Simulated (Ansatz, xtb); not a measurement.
**Two isomers of C3H10OSi2**

We compare I, `[SiH3][C@@H]1CO[C@H]1[SiH3]`, a singlet, with II, `[SiH3]C1([SiH3])CCO1`, a singlet. Both are isolated molecules in the gas phase, relaxed with r2SCAN-D4/def2-SVP.

Energies in hartree; the thermal terms are from GFN2-xTB frequencies at re-optimised GFN2-xTB minima (ideal gas, soft modes damped towards free rotors, one conformer each, 298.15 K, 1 atm) and include the zero-point energy:

|  | I | II |
| --- | --- | --- |
| E, CCSD(T)/def2-SVP | −772.666788 | −772.667431 |
| E, MP2/def2-SVP | −772.561783 | −772.562504 |
| E, MP2/def2-TZVPP | −773.181425 | −773.181424 |
| zero-point energy | 0.112629 | 0.112466 |
| H(298 K) − E | 0.122695 | 0.122689 |
| G(298 K) − E | 0.078666 | 0.078628 |

Task: Correct the CCSD(T) difference for the basis set by the MP2 change, then work out ΔE, ΔE₀, ΔH and ΔG for I → II in kcal/mol (1 Eh = 627.51 kcal/mol) and the equilibrium ratio [II]/[I].

Result: 1. Differences II − I: CCSD(T) −0.000643, MP2 in the small set −0.000721, MP2 in the large set +0.000001 Eh.
2. ΔE = −0.000643 + (+0.000001 − (−0.000721)) = +0.000079 Eh = +0.05 kcal/mol.
3. ΔE₀ = ΔE + ΔZPE = +0.000079 + (−0.000163) Eh = −0.05 kcal/mol.
4. ΔH = ΔE + (−0.000006) Eh = +0.05 kcal/mol.
5. ΔG = ΔE + (−0.000038) Eh = +0.03 kcal/mol, so ΔS = (ΔH − ΔG)/T = +0.3 J/(mol K).
6. kT = 0.9442 mEh, so K = [II]/[I] = exp(−ΔG/kT) = exp(−0.04) ≈ 0.96.

The two are too close for this level to say which is favoured. An error of 1 kcal/mol in ΔG would change K by a factor of 5.4. Mirror images and further conformers aren't counted.

As drawn, both hold the same kinds of bond in the same numbers.

Other levels gave ΔE = +0.2 (GFN2-xTB); +2.9 (HF/STO-3G, GFN2-xTB geometries); −0.4 (r2SCAN-D4/def2-SVP//GFN2-xTB); −0.5 (r2SCAN-D4/def2-SVP); +1.2 (HF/def2-SVP); −0.5 (MP2/def2-SVP); −0.4 (CCSD(T)/def2-SVP) kcal/mol. The correlated steps freeze 14 core orbitals. Programs: Ansatz 0.2.0, xtb 6.7.1.
